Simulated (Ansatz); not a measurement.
Species: CdBr$_{2}$, net charge 0, singlet state. SMILES: [Br][Cd][Br]
Structure (B3LYP-D3(BJ)/def2-TZVP (Ansatz, a quantum-chemistry and plane-wave program) minimum search):
```xyz
3

Cd     0.0000     0.0000     0.0000
Br     0.0000     0.0000     2.4249
Br     0.0000     0.0000    -2.4249
```

### Question
Give the harmonic wavenumbers at B3LYP-D3(BJ)/def2-TZVP (Ansatz, finite differences of forces, unscaled).

### Answer
62, 62, 196, 307 cm⁻¹. Zero-point energy 0.9 kcal/mol.

### Question
From these and the geometry, give the ideal-gas thermochemistry at 298.15 K and 1 atm (rigid rotor, harmonic oscillator).

### Answer
Point group D∞h, rotational symmetry number 2. Rotational constants 0.5378, 0.5378 GHz. S(trans) 42.70, S(rot) 19.20, S(vib) 12.34, S(elec, spin only) 0.00, S 74.2 cal/(mol K). H(298) - H(0) 3.70 kcal/mol; G - E(el) -17.5 kcal/mol.
